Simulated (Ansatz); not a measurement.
Total energies of Sn2O6H4 from Ansatz at PBE0-D4/def2-TZVPD, gas phase (1 Eh = 27.2114 eV = 2625.5 kJ/mol). The reference geometry is relaxed at r2SCAN-D4/def2-SVP.

```xyz
12

Sn   -1.125    1.689   -0.501
Sn    0.957   -1.573   -0.578
O     0.716    0.549   -2.387
O    -2.235    0.596    0.738
O    -0.337   -0.089   -1.575
O     0.770    1.021    0.797
O    -0.235   -1.288    1.120
O     1.794    0.331    0.017
H     1.365    0.771   -1.660
H    -1.802   -0.255    0.950
H    -0.224   -1.994    1.781
H     0.358    0.242    1.297
```

```
                 state   geometry  energy (Eh)
      charge 0 singlet  reference   -882.07424
     charge -1 doublet  reference   -882.08701
free Sn atom (triplet)          –   -214.25878
 free O atom (triplet)          –    -75.01925
 free H atom (doublet)          –     -0.50104
```

In the def2 sets Sn takes a core potential; there is no spin–orbit coupling. The structure holds 2 bonds between oxygen atoms, so isomers without such links may lie far lower.

(1) Work out the vertical electron affinity, to the doublet.

(2) What is the binding energy per atom against free atoms?

(1) E(charge 0 singlet) − E(charge -1 doublet) = -882.07424 − (-882.08701) = 0.01277 Eh = 0.35 eV.

(2) Atoms: 2 × (-214.25878) + 6 × (-75.01925) + 4 × (-0.50104) = -880.63722 Eh. Binding: -880.63722 − (-882.07424) = 1.43702 Eh = 39.10 eV, or 3.26 eV for each of 12 atoms (no zero-point energy, no counterpoise term).

At PBE0-D4/def2-TZVPD the highest occupied level of the charge -1 doublet lies above zero (up to 1.00 eV). By energy differences its removal costs 0.35 eV (vertical, to the charge 0 singlet, at PBE0-D4/def2-TZVPD); a positive level beside a positive removal energy at the same level points to self-interaction error. 

The structure comes from a short search, and lower isomers may exist.
